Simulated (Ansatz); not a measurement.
The pair A = CH4 (SMILES C) (first 5 atoms), B = H2S (SMILES S); geometry from B3LYP-D3(BJ)/def2-TZVP.
(charge 0, multiplicity 1):
```xyz
8

C     -0.008    -0.057     0.169
H     -0.853     0.218     0.798
H     -0.216     0.225    -0.862
H      0.888     0.459     0.512
H      0.150    -1.133     0.222
S      0.435    -0.086     4.105
H      0.372     1.022     3.350
H      0.454    -0.885     3.026
```

Frozen-core correlation. MP2 and its Hartree–Fock in aug-cc-pV(Q+d)Z are density fitted.

Programs: Ansatz (a program for electronic structure). Values without a source in brackets are computed.

The counterpoise-corrected interaction energy is E(AB) − E(A in the pair's basis) − E(B in the pair's basis). Total energies (hartree):

| level | AB | A in the pair's basis | B in the pair's basis |
|---|---|---|---|
| HF/aug-cc-pV(T+d)Z | -438.9285931 | -40.2135782 | -398.7158395 |
| MP2/aug-cc-pV(T+d)Z | -439.3268701 | -40.4145412 | -398.9111774 |
| HF/aug-cc-pV(Q+d)Z | -438.9345601 | -40.2162048 | -398.7191856 |
| MP2/aug-cc-pV(Q+d)Z | -439.3564076 | -40.4273400 | -398.9278540 |
| CCSD(T)/aug-cc-pV(T+d)Z | -439.3859951 | -40.4410282 | -398.9438410 |

Work out the counterpoise-corrected interaction energy at the basis-set limit: extrapolate the MP2 correlation part as X⁻³, take Hartree–Fock from the larger set, and add the CCSD(T) − MP2 difference of aug-cc-pV(T+d)Z.


1. Differences (1 hartree = 627.509 kcal/mol): HF/aug-cc-pV(T+d)Z 0.517; MP2/aug-cc-pV(T+d)Z -0.723; HF/aug-cc-pV(Q+d)Z 0.521; MP2/aug-cc-pV(Q+d)Z -0.761; CCSD(T)/aug-cc-pV(T+d)Z -0.706.
2. Correlation parts, MP2 less HF: -1.240 in aug-cc-pV(T+d)Z (X = 3), -1.283 in aug-cc-pV(Q+d)Z (X = 4).
3. Limit (4³·(-1.283) − 3³·(-1.240))/(4³ − 3³) = -1.314; with HF/aug-cc-pV(Q+d)Z it gives -0.793.
4. CCSD(T) less MP2 in aug-cc-pV(T+d)Z: 0.016.
Result: -0.78 kcal/mol, against -0.72 at MP2/aug-cc-pV(T+d)Z. It is an estimate of this method's limit, not of the exact value.
